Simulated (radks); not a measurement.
Polarisability of the chromium ion Cr2+, [Ar] 3d4, at imaginary frequency. All-electron calculation, non-relativistic Kohn-Sham, LDA (Slater exchange, VWN5 correlation), spin-polarised, spherical densities, point nucleus; open shells are filled with parallel spins first. Program: a radial shooting solver on a logarithmic mesh with Libxc functionals. Response by self-consistent Sternheimer equations with the Hartree and adiabatic LDA kernel.

w (hartree)  alpha1(iw) (bohr^3)
0.00266                    4.484
0.0143                     4.482
0.0360                     4.467
0.0697                     4.421
0.118                      4.311
0.186                      4.095
0.280                      3.746
0.413                      3.274
0.605                      2.732
0.892                      2.161
1.35                       1.577
2.12                       1.007
3.59                      0.5185
6.94                      0.1921
17.5                     0.04162

Static values: alpha1 = 4.485 bohr^3 (0.6645 angstrom^3; uncoupled 5.483). C6 = 13.46, triple-dipole C9 = 39.52 atomic units. One-pole (London) frequency 4 C6 / (3 alpha1^2) = 0.892 hartree, against 0.901 for minus the highest occupied eigenvalue. The dipole shielding factor is 0.917, as the force sum rule N/Z = 0.917 demands.
